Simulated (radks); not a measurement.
All-electron atom: Tl in [Hg] 6p1. Method: Dirac Kohn-Sham, PBE, spin-unpolarised, spherical densities, finite nucleus; open shells are shared between the two j in proportion to 2j + 1; Fermi nuclear charge, rms radius 5.4759 fm; computed with a radial shooting solver on a logarithmic mesh with Libxc functionals.

Spin-orbit splittings of the eigenvalues, e(l+1/2) - e(l-1/2), with zeta = 2 splitting/(2l+1) and mean radii in bohr:

| shell | occ. | splitting (eV) | zeta (eV) | <r> j=l-1/2 | <r> j=l+1/2 |
|---|---|---|---|---|---|
| 2p | 6 | 2065 | 1377 | 0.05589 | 0.06468 |
| 3p | 6 | 459.2 | 306.1 | 0.1674 | 0.1835 |
| 3d | 10 | 98.07 | 39.23 | 0.1595 | 0.1644 |
| 4p | 6 | 111.6 | 74.42 | 0.3931 | 0.4274 |
| 4d | 10 | 20.83 | 8.332 | 0.4333 | 0.4445 |
| 4f | 14 | 4.599 | 1.314 | 0.4645 | 0.4710 |
| 5p | 6 | 20.21 | 13.47 | 0.9419 | 1.036 |
| 5d | 10 | 2.196 | 0.8784 | 1.359 | 1.416 |
| 6p | 1 | ? | ? | 3.412 | 4.052 |

Estimate the 6p splitting.

Answer. 1.036 eV (zeta = 0.6910 eV).
